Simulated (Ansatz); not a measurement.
Two isomers of CH6SSi2: A = `[SiH3][SiH]1CS1`, B = `[SiH3]C1[SiH2]S1`.

Calculated with Ansatz (gas phase, PBE0-D4/def2-TZVP geometries, no zero-point term in ΔE). CCSD(T)/CBS adds triple-zeta CCSD(T) − MP2 to the extrapolated MP2 energy (def2 sets, frozen cores). DFT in def2-TZVPP.

Task: Which isomer does CCSD(T)/CBS put lower? Give the gap. (Estimate.)

Result: Ansatz gave: B, by 3.5 kJ/mol.

Task: Give E(B) − E(A) in kJ/mol with CCSD(T)/def2-SVP, LDA (SPW92), PBE0-D4, CCSD(T)/def2-TZVPP, BLYP-D4, HF/def2-TZVPP, MP2/def2-TZVPP. (Best estimate.)

Result: Computed: CCSD(T)/def2-SVP -5.2, LDA (SPW92) 8.5, PBE0-D4 8.0, CCSD(T)/def2-TZVPP -2.5, BLYP-D4 2.6, HF/def2-TZVPP -6.4, MP2/def2-TZVPP -9.4. The order is the other way round with LDA (SPW92), PBE0-D4, BLYP-D4.

Task: Does the order hold for the free energy at 298.15 K (harmonic terms from PBE0-D4)? (An estimate is asked.)

Result: Ansatz gave: Yes: G(B) − G(A) = -6.5 kJ/mol.

Largest T1 diagnostic: 0.013.

From PBE to PBE0 (25 % exact exchange), in def2-TZVPP and without D4, E(B) − E(A) moves by −4.0 kJ/mol. The D4 term adds −3.1 kJ/mol with B3LYP and −1.4 kJ/mol with PBE0; it sums over pairs of atoms, weighted by their polarisabilities, and B3LYP, whose exchange is more repulsive, gets the larger term.

B3LYP here is the variant with VWN-RPA as its local correlation; programs differ in this.
